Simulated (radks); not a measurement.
Valence configurations of C I (all share [He]). Calculated with a radial shooting solver on a logarithmic mesh with Libxc functionals: Dirac Kohn-Sham, PBE, spin-unpolarised, spherical densities, finite nucleus; open shells are shared between the two j in proportion to 2j + 1; Fermi nuclear charge, rms radius 2.4702 fm. Energies are relative to 2s2 2p2; eigenvalues in eV.

valence      E (eV)  e(2p1/2)  e(2p3/2)  e(2s1/2)
2s2 2p2       0.000    -5.291    -5.282   -13.751
2s1.5 2p2.5   4.236    -5.511    -5.503   -13.984
2s1 2p3       8.478    -5.718    -5.709   -14.201
2p4          16.975    -6.098    -6.089         -
2s0.5 2p3.5  12.724    -5.913    -5.904   -14.405

NIST lists [He] 2s2 2p2 as the ground configuration; this level of theory agrees among the configurations tried. The energies are those of spherical spin-averaged densities, not of single terms.
